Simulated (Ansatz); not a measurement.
```yaml
crystal:
  periodic: [false, false, false]
  atoms:
    - {symbol: I, position_ang: [-0.061519, -2.895683, -0.956445]}
    - {symbol: B, position_ang: [0.198973, -0.800138, -0.713191]}
    - {symbol: O, position_ang: [-0.261554, -0.215514, 0.463202]}
    - {symbol: B, position_ang: [-0.131517, 1.139713, 0.700206]}
    - {symbol: Zn, position_ang: [0.803213, 1.191184, -1.223845]}
    - {symbol: H, position_ang: [-0.547596, 1.580439, 1.730083]}
basis:
  gaussian: {orbitals: def2-SVPD}
magnetization: {spin_polarized: true, initial_magnetization: 0}
hamiltonian: {xc: {name: CCSD(T)}, dispersion: d4}
```

```sh
$ ansatz run in.yaml --threads 4 --pin off --events-out ev --progress --plain --max-ram 10444MiB
```

It prints (some lines left out):

```
Error: YAML parse error: error: line 13 column 19: hamiltonian.xc: no functional is named "CCSD(T)"; the names, which are not case-sensitive, are SVWN5, SPW92, PBE, PBE0, PBEsol, revPBE, revPBE0, RPBE, rPW86-PBE, HSE06, wPBEh, LC-wPBE, HISS, HF, BLYP, B3LYP, B3LYP5, BHLYP, CAM-B3LYP, r2SCAN, r2SCANh, r2SCAN0, r2SCAN50, m-r2SCAN, B97, wB97, wB97X, wB97X-V, B97M-V, wB97M-V, B2PLYP, B2GP-PLYP, PBE0-DH, PBE-QIDH
11 |   gaussian: {orbitals: def2-SVPD}
12 | magnetization: {spin_polarized: true, initial_magnetization: 0}
13 | hamiltonian: {xc: {name: CCSD(T)}, dispersion: d4}
```

Something in this input is off. What?

The method's name isn't one that the program takes here. The program refused the input.

HSE06 is defined as in plane-wave codes.
